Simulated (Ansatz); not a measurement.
`[SH][Cd][SH]` + NH₃ → `[NH2][Cd][SH]` + H₂S  (ligand exchange at a Cd–S bond)

Calculated with Ansatz (gas phase, PBE0-D4/def2-TZVP geometries, no zero-point term in ΔE). CBS: MP2 limit from def2 TZ/QZ plus the TZ coupled-cluster correction, frozen cores. This one scheme is used for every species. DFT in def2-TZVPP. Elements past krypton have def2 core potentials. For Cd outer-core shells are correlated without core-valence functions, which leaves a few kJ/mol of doubt a bond. One conformer a species, not always the lowest.

```
        species  revPBE energy (Eh)
 `[SH][Cd][SH]`          -965.34847
            NH₃           -56.56749
`[NH2][Cd][SH]`          -622.54424
            H₂S          -399.33360
```

Question: Work out ΔE.

Answer: ΔE = (-622.54424) + (-399.33360) − (-965.34847) − (-56.56749) = 0.03812 Eh = +100.1 kJ/mol. CCSD(T)/CBS gives +104.0 kJ/mol.

Largest T1 diagnostic among the species: 0.014.

From r2SCAN to r2SCAN0 (25 % exact exchange), in def2-TZVPP and without D4, ΔE moves by +6.2 kJ/mol. In def2-TZVPP, CCSD(T) changes the Hartree–Fock value by −20.8 kJ/mol (the triples alone add −1.9 kJ/mol) and MP2 by −19.7 kJ/mol. Leaving LDA and LC-ωPBE aside and taking each functional with its dispersion term where it has one, the values, not all of them listed here, spread over 15.0 kJ/mol, from BLYP-D4 to BHLYP-D4. LDA lies −3.0 kJ/mol from PBE without D4.
